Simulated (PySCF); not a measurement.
## Unknowns

A single conformation, one averaged value for each set of equivalent atoms, gas phase, non-relativistic. Structure optimised with GFN2-xTB; NMR shieldings at PBE0/pcSseg-1/GIAO; PySCF 2.14.

Scale: 1H (σ = 31.72 ppm), 13C (σ = 186.93 ppm) against TMS (reference shieldings calculated alike). Splittings of carbon signals by F and P are missing where no couplings were computed. Where no couplings were computed, multiplicities follow the n + 1 count of equivalent neighbours, and m marks all less simple cases (inequivalent or close neighbours, rings, F or P nearby). Shifts are as computed. Against solution values, carbons near 30 ppm lie about +3 ppm off and those near 130 ppm about +5 ppm. Of 1211 compounds with measured shifts, 218 miss one by over three times the rms of a fit or turn the order of signals round; such compounds aren't used in these exercises.

**Question.** C₇H₆F₄. 1H NMR (500 MHz, computed): δ 6.33 (m, 1H), 5.58 (m, 1H), 2.40 (m, 1H), 2.29 (m, 1H), 1.23 (m, 1H), 0.08 (m, 1H). 13C{1H} NMR (computed): δ 154.9 (C), 139.1 (CH), 131.6 (C), 99.8 (CH), 29.8 (CH), 26.2 (CH), 25.9 (CH2). Give a structure.

**Answer.** SMILES F[C@@H]1C=C(C(F)(F)F)[C@H]2C[C@@H]12. The formula gives 3 degrees of unsaturation (2 rings in the answer). 7 carbon signals for 7 carbons: no two carbons are equivalent. Carbon types of the structure: 2 × C, 4 × CH, 1 × CH2, which accounts for all hydrogens. δC 154.9: fully substituted alkene carbon; as expected for a trigonal carbon in a double bond. δC 139.1: alkene CH; the olefinic region. δC 131.6: CF3 carbon; 3 electronegative neighbours deshield it. δC 99.8: allylic sp3 CH bonded to F; pulled downfield by the heteroatom.

The shifts were computed for this structure.

**Question.** C₇H₁₃N. 1H NMR (300 MHz, computed): δ 3.64 (m, 1H), 3.10 (m, 2H), 2.58 (m, 2H), 1.89 (m, 2H), 1.59 (m, 2H), 1.52 (m, 2H), 1.24 (m, 2H). 13C{1H} NMR (computed): δ 66.8, 58.3, 37.3, 27.1. Identify the compound.

**Answer.** `N12C(CCC1)CCC2`. Rings plus π bonds: 2 (2 rings in the answer). 4 carbon signals for 7 carbons: some carbons are equivalent by symmetry or fast rotation. Carbon types of the structure: 1 × CH, 6 × CH2, which accounts for all hydrogens. δC 66.8: sp3 CH bonded to N; the inductive effect lowers its shielding. δC 37.3, 27.1: sp3 CH2 in a ring; aliphatic region, no heteroatom directly attached. δH 3.64: hydrogen on an sp3 CH bonded to N; its carbon carries N, an electronegative neighbour. δH 3.10, 2.58: hydrogen on an sp3 CH2 bonded to N; its carbon carries N, an electronegative neighbour.

This is the structure that produced the data.

**Question.** C₇H₁₃N. 1H NMR (500 MHz, computed): δ 6.14 (m, 1H), 6.09 (m, 1H), 4.31 (br s, 1H), 4.07 (br s, 1H), 2.63 (s, 6H), 1.96 (d, 3H). 13C{1H} NMR (computed): δ 161.2 (C), 137.6 (CH), 137.5 (CH), 95.5 (CH2), 42.8 (CH3), 22.2 (CH3). What is it?

**Answer.** SMILES C=C(/C=C/C)N(C)C. The formula gives 2 degrees of unsaturation (no ring in the answer). 6 carbon signals for 7 carbons: some carbons are equivalent by symmetry or fast rotation. Carbon types of the structure: 1 × C, 2 × CH, 1 × CH2, 3 × CH3, which accounts for all hydrogens. δC 161.2: alkene carbon bearing nitrogen; an sp2 carbon further deshielded by the attached heteroatom. δC 137.6, 137.5: alkene CH; as expected for a trigonal carbon in a double bond. δC 95.5: β carbon of an enol-ether or enamine type C=C; the O or N lone pair pushes π density onto this β carbon and shields it. δH 6.14, 6.09: hydrogen on an alkene CH; attached to an sp2 carbon and in the plane of the double bond.

The data come from this structure; uniqueness wasn't tested.
